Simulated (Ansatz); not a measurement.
Compare A (`CC1(Br)CO1`) with its isomer B (`OC/C=C/Br`).

Computed with Ansatz on PBE0-D4/def2-TZVP structures; ΔE is electronic, products minus reactants. CCSD(T)/CBS adds triple-zeta CCSD(T) − MP2 to the extrapolated MP2 energy (def2 sets, frozen cores). Functionals use def2-TZVPP. For Br outer-core shells are correlated without core-valence functions, which leaves a few kJ/mol of doubt a bond. Scalar relativity is left out up to krypton. Each species was taken in one conformer, which may not be the lowest.

Task: Which is lower in electronic energy at CCSD(T)/CBS, and by how much? (An estimate is asked.)

Result: Computed: B, by 24.5 kJ/mol.

Task: Give E(B) − E(A) in kJ/mol with CCSD(T)/def2-SVP, PBE0-D4, HF/def2-TZVPP, CCSD/def2-TZVPP, LDA (SPW92), PBE-D4, CCSD(T)/def2-TZVPP. (Best estimate.)

Result: Computed: CCSD(T)/def2-SVP -14.1, PBE0-D4 -11.2, HF/def2-TZVPP -40.0, CCSD/def2-TZVPP -25.2, LDA (SPW92) -3.4, PBE-D4 -10.8, CCSD(T)/def2-TZVPP -23.0. None reverses the order clearly.

Task: Does the order hold for the free energy at 298.15 K (harmonic terms from PBE0-D4)? (Estimate.)

Result: Computed: Yes: G(B) − G(A) = -27.1 kJ/mol, for one conformer each.

Largest T1 diagnostic: 0.010.

The D4 term adds +3.4 kJ/mol with B3LYP and +1.6 kJ/mol with PBE0; it sums over pairs of atoms, weighted by their polarisabilities, and B3LYP, whose exchange is more repulsive, gets the larger term. At CCSD(T), def2-SVP lies +10.4 kJ/mol from the extrapolated value and def2-TZVPP +1.5 kJ/mol.

B3LYP here is the variant with VWN-RPA as its local correlation; programs differ in this.
